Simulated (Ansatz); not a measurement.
This Ansatz (an electronic-structure program) input (CCSD(T)/pcseg-3) gives -559.42992 Eh with 124 basis functions. A basis named .json is the Basis Set Exchange file of that set (core-valence sets with the plain set on hydrogen).

Ansatz 0.2 input:
```yaml
crystal:
  periodic: [false, false, false]
  atoms:
    - {symbol: F, position_ang: [-2.48219366, 0.09331367, -0.35911979]}
    - {symbol: Cl, position_ang: [-3.13364923, 0.12604710, -1.87469125]}
basis:
  gaussian:
    orbitals: pcseg-3.json
magnetization: {spin_polarized: false}
correlation: {method: ccsd_t, electrons: outside_noble_gas}
```

Change:
```diff
- orbitals: pcseg-3.json
+ orbitals: def2-QZVP.json
```

What does the run give now?

-559.44191 Eh (CCSD(T)/def2-QZVP, 127 functions), a change of -11.99 mEh.
